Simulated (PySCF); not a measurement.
Delta-SCF ions had no search for a lower state. Excitations are Tamm–Dancoff values on a coarser integration grid. The basis has no diffuse functions, so Rydberg states are missing or too high.

Z-matrix (Å, degrees):
```
C
C 1 1.3324
H 2 1.0802 1 120.24
N 1 1.3807 2 126.71 3 -175.35
H 4 1.0059 1 115.87 2 -152.28
H 4 1.0078 5 112.71 1 -136.53
H 2 1.0848 3 117.74 1 -178.88
H 1 1.0865 2 119.76 3 0.90
```
Charge 0, spin multiplicity 1.

**Question.** Estimate the HOMO–LUMO gap, total energy, dipole moment, S1–T1 gap (TDA), HOMO, brightest of the four lowest singlets (TDA), S1 excitation (TDA) and vertical ionisation energy (Delta-SCF) that PBE0-D3(BJ)/def2-TZVP (PySCF 2.14.0) returns for this input.

**Answer.** 
The HOMO–LUMO gap comes out as 7.02 eV, the total energy is -133.8403 Ha and the dipole moment is 1.66 D. The S1–T1 gap (TDA) is 1.71 eV and the HOMO is -6.00 eV. The brightest of the four lowest singlets (TDA) is 7.10 eV, the S1 excitation (TDA) comes out as 5.80 eV and the vertical ionisation energy (Delta-SCF) is 8.32 eV.
